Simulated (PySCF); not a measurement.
- GFN2-xTB geometry
- σ from GIAO-PBE0/pcSseg-1
- program: PySCF 2.14
- one computed conformer, isolated molecule, non-relativistic, one averaged value for each set of equivalent atoms

Shifts are taken against calculated references (same method and geometry level): ¹H (31.72 ppm) and ¹³C (186.93 ppm) vs TMS. Shifts are as computed. Against solution values, carbons near 30 ppm lie about +3 ppm off and those near 130 ppm about +5 ppm; carbons on Cl a further +6 ppm. Of 1211 compounds with measured shifts, 218 miss one by over three times the rms of a fit or turn the order of signals round; such compounds aren't used in these exercises. Carbons bonded to Cl come out too deshielded.

(1) Order these molecules by the shift of their most deshielded carbon, lowest δ first.
A. CP(C)P1C=CCC=C1
B. C=C1C[C@](C#N)(C(=C)C)[SiH2]1
C. FC([SiH3])([SiH3])[SiH3]

(2) Order these molecules by the shift of their most shielded carbon-bound hydrogen, lowest δ first.
A. C=C(CCl)[SiH2]C#C[SiH2]F
B. CP(C)P1C=CCC=C1
C. C=C1C[C@](C#N)(C(=C)C)[SiH2]1

(3) How many ¹³C and ¹H signals does each give (equivalence by symmetry and fast rotation, but not about amide C–N or C=N bonds)? `FC([SiH3])([SiH3])[SiH3]`, `CP(C)P1C=CCC=C1`, `C=C1C[C@](C#N)(C(=C)C)[SiH2]1`, `C=C(CCl)[SiH2]C#C[SiH2]F`

Results:

(1) C (82.4 ppm, fully substituted sp3 carbon bonded to F and 3 Si), A (135.3 ppm, alkene CH), B (151.3 ppm, fully substituted alkene carbon).

(2) B (1.22 ppm, hydrogen on a methyl carbon bonded to P), C (2.06 ppm, hydrogen on an allylic methyl carbon), A (4.57 ppm, hydrogen on an allylic sp3 CH2 bonded to Cl).

(3) FC([SiH3])([SiH3])[SiH3]: 1 C, 1 H; CP(C)P1C=CCC=C1: 4 C, 4 H; C=C1C[C@](C#N)(C(=C)C)[SiH2]1: 8 C, 9 H; C=C(CCl)[SiH2]C#C[SiH2]F: 5 C, 5 H.
